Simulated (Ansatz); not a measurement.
**GeH3F (GeFH3): methods side by side**

GeH3F has 5 atoms, charge 0, and is taken as a singlet. SMILES: `[H][Ge]([H])([H])[F]`. Geometry: a GFN2-xTB relaxation, a rough one for these elements and not checked as a minimum.

```xyz
5

Ge   -0.0013    0.0007   -0.1397
F     0.0103   -0.0182    1.5949
H     1.4486    0.0117   -0.4946
H    -0.7318    1.2607   -0.4655
H    -0.7258   -1.2550   -0.4950
```

Each level gives the energy change with the Ge1–H4 bond stretched from 1.492 to 2.985 Å (eV). The values are calculated.

```csv
level,kind,program,value (eV),less FCI/STO-3G,CPU time (all runs)
SVWN5/STO-3G (restricted),LDA,Ansatz,5.30,+0.91,1.9 s
B3LYP/STO-3G (restricted),global hybrid,Ansatz,5.63,+1.24,2.7 s
PBE0/STO-3G (restricted),global hybrid,Ansatz,5.88,+1.49,2.6 s
wB97X/STO-3G (restricted),range-separated hybrid,Ansatz,6.44,+2.05,11 s
RPA@PBE/STO-3G (restricted),RPA,Ansatz,4.86,+0.47,5.4 s
MP2/STO-3G (restricted),perturbation theory,Ansatz,5.91,+1.52,0.46 s
CCSDT(Q)/STO-3G (restricted),coupled cluster or CI,Ansatz,4.39,0.00,1.5 s
CCSDT/STO-3G (restricted),coupled cluster or CI,Ansatz,4.41,+0.02,1.3 s
FCI/STO-3G,exact in the basis,Ansatz,4.39,0.00,27 s
```

FCI/STO-3G is exact within its basis and frozen core, so for wave-function methods in that basis the difference is their error; functionals converge differently with the basis, so for them it is only a difference. All-electron rows without a relativistic Hamiltonian named are non-relativistic. The first shape isn't each level's own minimum. The values span 4.39 to 6.44 eV. All rows use very small basis sets, so even the best lies far from the true value. In the correlated wave-function rows the outer d shell of Ge is correlated, in sets not made for it. CPU times are rough (shared hosts, several kinds of processor): they show what a rung costs within a factor of a few.
